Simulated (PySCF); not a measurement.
Stationary points of SeCl4

Level of theory: PBE0 in PySCF with Se def2-SVP, Cl def2-SVP; no relativity; density-fitted integrals.

Relaxations began from a few typed shapes. The search is not exhaustive: other isomers or separated fragments can lie lower, and high-lying points may rest on an excited occupation.

(1) Order these stationary points by electronic energy, lowest first, in kJ/mol from the lowest minimum.
A. singlet C4v: Se–Cl 2.260 Å (×4); Cl–Se–Cl 85.0° (×4), Cl–Se–Cl 145.5° (×2)
B. singlet Td: Se–Cl 2.297 Å (×4); Cl–Se–Cl 109.5° (×6)
C. singlet D4h: Se–Cl 2.306 Å (×4); Cl–Se–Cl 90.0° (×4), Cl–Se–Cl 180.0° (×2)
D. singlet C2v: Se–Cl 2.166 Å (×2), Se–Cl 2.329 Å (×2); Cl–Se–Cl 91.1° (×4), Cl–Se–Cl 102.4°, Cl–Se–Cl 176.4°

(2) Which of them are minima?

## Answers

(1) D (0.0), A (34.9), B (47.8), C (134.7).

(2) By energy in kJ/mol, 0.0: minimum; 34.9: saddle point, 1 imaginary mode; 47.8: saddle point, 3 imaginary modes; 134.7: saddle point, 2 imaginary modes.

Counting electrons, selenium keeps 2 of its valence electrons outside its bonds, so the VSEPR class is AX4E1 and the expected shape is see-saw (C2v), as computed.
